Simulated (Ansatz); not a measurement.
F3OW (SMILES [O]=[W+]([F])([F])[F]), charge +1, singlet, geometry from GFN2-xTB (such geometries of metal compounds can be far from the true shape) (the multiplicity is a formal guess) (core potentials on W); Ansatz (a program for electronic structure) with B3LYP5/def2-SVP.

Input for Ansatz:
Ansatz 0.2 input:
```yaml
crystal:
  periodic: [false, false, false]
  atoms:
    - {symbol: W, position_ang: [0.03276909, 0.01661360, -0.03832689]}
    - {symbol: O, position_ang: [1.06473280, 0.53980879, -1.24531676]}
    - {symbol: F, position_ang: [0.85407835, -0.92010144, 1.24100277]}
    - {symbol: F, position_ang: [-1.27389095, -1.04545804, -0.63272718]}
    - {symbol: F, position_ang: [-0.79605128, 1.34912875, 0.81380483]}
basis:
  gaussian:
    orbitals: def2-SVP
hamiltonian:
  xc: b3lyp5
total_charge: 1
```

Task: Write the output that Ansatz gives for this input, abridged.

Result: 
```
Functional definition: B3LYP5
934 factors; their error is unknown
mean field evaluation 1: about -11982.6987 eV, gradient 1.2e2 eV
mean field evaluation 2: about -11772.2563 eV, gradient 3.1e2 eV
mean field evaluation 4: about -12002.9048 eV, gradient 4.7e1 eV
mean field evaluation 8: about -12006.7953 eV, gradient 2.3e-1 eV
mean field evaluation 16: about -12006.8481 eV, gradient 1.0e-4 eV
mean field -12006.84814841 eV, -441.2435309200 hartree, gradient 1.3e-5 eV, S^2 0.000000; 0 other end points of the search recorded, 0 dependent functions left out
reference -12006.84842434 eV, -441.2435410602 hartree; 24, 24 occupied and 64, 64 virtual orbitals, 934 factors
Total energy: -12006.84842434 eV, -441.2435410602 hartree
```
